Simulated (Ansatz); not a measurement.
Consider the cleavage of the Al–Si bond: `[OH][Al]([OH])[SiH3]` + NH₃ → `[NH2][Al]([OH])[OH]` + SiH₄.

Isolated molecules relaxed with PBE0-D4/def2-TZVP in Ansatz; ΔE leaves out vibrations. CBS: MP2 limit from def2 TZ/QZ plus the TZ coupled-cluster correction, frozen cores. This one scheme is used for every species. Functionals use def2-TZVPP. B3LYP here is the variant with VWN-RPA as its local correlation; programs differ in this. HSE06 is defined as in plane-wave codes. Each species was taken in one conformer, which may not be the lowest.

Problem. Is it downhill or uphill in electronic energy at CCSD(T)/CBS, and by how much? (Estimate.)

Solution. The calculation gave: Downhill: ΔE = -78.0 kJ/mol.

Problem. What do these levels give: r2SCAN-D4, PBE0-D4, B3LYP, HSE06, MP2/def2-SVP, CCSD(T)/def2-TZVPP? (Estimate.)

Solution. Computed: r2SCAN-D4 -75.8, PBE0-D4 -63.8, B3LYP -78.3, HSE06 -64.2, MP2/def2-SVP -85.0, CCSD(T)/def2-TZVPP -78.3 kJ/mol.

Largest T1 diagnostic among the species: 0.013.

In def2-TZVPP, CCSD(T) changes the Hartree–Fock value by +15.5 kJ/mol (the triples alone add +2.6 kJ/mol) and MP2 by +7.5 kJ/mol. From BLYP to BHLYP (50 % exact exchange), in def2-TZVPP and without D4, ΔE moves by −12.4 kJ/mol.
